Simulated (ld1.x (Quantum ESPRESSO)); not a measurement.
# boron (B), PAW: configuration errors across variants

B, PAW, made with ld1.x (Quantum ESPRESSO) 7.5 (LDA (PZ), non-relativistic). Core [He], reference 2s2 2p1. Waves: 2s (bound): rcut 1.40, rcutus 1.50 bohr; 2s channel at 0.05 Ry: rcut 1.40, rcutus 1.50 bohr; 2p (bound): rcut 2.65, rcutus 3.60 bohr; 2p channel at 0.45 Ry: rcut 2.65, rcutus 3.60 bohr; 3d channel at 0.5 Ry: rcut 2.75, rcutus 3.45 bohr. Local part: all-electron potential smoothed inside 1.75 bohr (lloc = -1). Core correction: Bessel-smoothed model core, default radius (core density twice the valence density). Augmentation charge: GAUSS, radius 1.50 bohr.

All-electron excitation energies from the reference (eV): (1) 2s2 2p0 8.329; (2) 2s1 2p0 33.626; (3) 2s2 2p0.5 2.944; (4) 2s1 2p2 5.680; (5) 2s0 2p3 11.388; (6) 2s1 2p1 14.278; (7) 2s2 2p1.3 -0.773; (8) 2s2 2p1 spin -0.235; (9) 2s1 2p0 spin 32.898.

Spin tests fill each open shell by Hund’s rule, majority spin first.

The overlap operator is not positive definite (basis up to 400 Ry) in “base”, “local potential all-electron potential smoothed inside 3.25 bohr (lloc = -1)”, “local potential all-electron potential smoothed inside 1.98 bohr (lloc = -1)”, “waves 2s (bound): rcut 1.40, rcutus 1.90 bohr; 2s channel at 0.05 Ry: rcut 1.40, rcutus 1.90 bohr”, “augmentation PSQ, radius 1.05 bohr”. Such files are unfit for use, however small their errors in these radial tests.

Tests that are not counted but printed errors over 1 eV. “waves 2p (bound): rcut 2.65, rcutus 5.30 bohr; 2p channel at 0.45 Ry: rcut 2.65, rcutus 5.30 bohr”: 2s1 2p2 (solver errors, printed error -51.0 eV).

2 further variants failed, have other tests or another functional or relativity, and are left out.

Errors AE − PS in meV (a dash: test not solved or not reliable):

| change | (1) | (2) | (3) | (4) | (5) | (6) | (7) | (8) | (9) | bound ghosts |
| --- | --- | --- | --- | --- | --- | --- | --- | --- | --- | --- |
| base | +101 | +63 | +61 | +119 | +281 | +92 | +35 | +17 | +55 | not determined (overlap not positive) |
| local potential all-electron potential smoothed inside 3.25 bohr (lloc = -1) | – | – | – | – | – | – | – | – | – | not determined (overlap not positive) |
| local potential all-electron potential smoothed inside 1.98 bohr (lloc = -1) | +119 | +72 | +68 | +154 | +81 | +56 | +35 | +20 | +63 | not determined (overlap not positive) |
| waves 2p (bound): rcut 2.65, rcutus 5.30 bohr; 2p channel at 0.45 Ry: rcut 2.65, rcutus 5.30 bohr | +607 | +242 | +143 | – | +1.5 | +66 | +22 | +128 | +224 | none |
| waves 2s (bound): rcut 1.40, rcutus 1.90 bohr; 2s channel at 0.05 Ry: rcut 1.40, rcutus 1.90 bohr | – | – | – | – | – | – | – | – | – | not determined (overlap not positive) |
| augmentation PSQ, radius 1.05 bohr | -0.2 | -6.6 | +17 | +1.2 | – | – | – | – | – | not determined (overlap not positive) |
| type TM semilocal; waves now 2s (bound): rc 1.50 bohr; 3d channel at 0.5 Ry: rc 3.45 bohr; 2p (bound): rc 3.60 bohr; local potential the p channel | +166 | +484 | +23 | -33 | -130 | -99 | +1.2 | +1.7 | +475 | none |

Problem. Give the same row for: wave 2p channel at 0.45 Ry: rcut 2.65, rcutus 3.60 bohr becomes 2p channel at 0.08 Ry: rcut 2.65, rcutus 3.60 bohr.

Solution. +101, +63, +44, +121, +106, +9.1, +17, +16, +55; bound ghosts: none.
